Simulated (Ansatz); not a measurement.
Computed with Ansatz.

Basis-set series for CH7GaSi, SMILES `[SiH3][CH2][GaH2]`. Total charge 0; spin multiplicity 1. Geometry: relaxed with PBE0-D4/def2-TZVP.

Z-matrix (Å, degrees):
```
Si
C 1 1.867
H 1 1.490 2 110.5
H 1 1.489 2 112.2 3 120.5
H 1 1.490 2 110.5 3 -118.9
Ga 2 1.967 1 112.9 3 59.5
H 2 1.094 1 108.2 3 -179.2
H 2 1.094 1 108.2 3 -61.6
H 6 1.571 2 119.7 1 -89.4
H 6 1.571 2 119.7 1 89.8
```

| functional | basis | functions | energy (Eh) | HOMO (eV) | LUMO (eV) |
| --- | --- | --- | --- | --- | --- |
| PBE0-D4 | def2-SVP | 99 | -2255.84623 | -8.01 | -1.55 |
| PBE0-D4 | def2-TZVPP | 219 | -2256.24095 | -8.02 | -1.58 |
| ωB97M-V | def2-SVP | 99 | -2256.10048 | -10.14 | 0.16 |
| ωB97M-V | def2-TZVPP | 219 | -2256.49936 | -10.17 | 0.09 |

(1) Give the rows for def2-QZVPP. (An estimate is asked.)

Results:

(1) The calculation gave: 
```tsv
functional	basis	functions	energy (Eh)	HOMO (eV)	LUMO (eV)
PBE0-D4	def2-QZVPP	426	-2256.29719	-8.02	-1.61
ωB97M-V	def2-QZVPP	426	-2256.55357	-10.17	-0.06
```

Positive LUMOs are unbound and depend on the basis. Scalar relativity is left out up to krypton.
